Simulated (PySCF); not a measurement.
**Quadrupolar nuclei of `FC[SiH2][C@H](F)Cl` in NMR**

Compound: C2H5ClF2Si.
Structure used (GFN2-xTB), in Å, numbered top down from 1:
```
atom  x, y, z in Å
F1    -1.470   -1.203    1.088
C2    -1.536   -0.365   -0.009
Si3   -0.079    0.877    0.077
C4     1.502   -0.232    0.030
F5     2.630    0.509    0.234
Cl6    1.610   -0.970   -1.596
H7    -1.509   -1.008   -0.892
H8    -2.511    0.124    0.037
H9    -0.081    1.736   -1.102
H10   -0.083    1.587    1.355
H11    1.533   -1.052    0.753
```

Computed at PBE0/pcSseg-1 (PySCF, non-relativistic):

| atom | environment | nucleus | spin I | Q (b) | CQ = χzz (MHz) | η |
| --- | --- | --- | --- | --- | --- | --- |
| Cl6 | chlorine on a fluorinated carbon | 35Cl | 3/2 | -0.0817 | -72.335 | 0.101 |

Question: PQ = |CQ|√(1 + η²/3), νQ = 3|CQ|/[2I(2I − 1)], ν0 = |g|·7.62259 MHz/T·B with g(35Cl) = 0.54792: values at 11.75 T?

Answer: 
| atom | PQ (MHz) | νQ (MHz) | ν0 (MHz) | νQ/ν0 |
| --- | --- | --- | --- | --- |
| Cl6 | 72.46 | 36.17 | 49.07 | 0.737 |

For Cl6: PQ = 72.33 × 1.0017, νQ = 72.33 × 0.5000, ν0 = 4.1765 MHz/T × 11.75 T.

For Cl6 νQ isn't small against ν0, so the high-field expansions of solid-state NMR fail there at this field.

The couplings are those of the rigid, isolated species; surroundings and motion change them. GFN2-xTB bond lengths can be off by several hundredths of an ångström, more for odd bonds, and the gradients follow them. The small basis limits the accuracy of the gradients.

These values come from a run that also computed NMR shieldings. The run took 25 s wall on one thread of an Arm Neoverse N1, on a shared host, and the process peaked at 0.70 GiB of memory.

One conformer stands for the species.
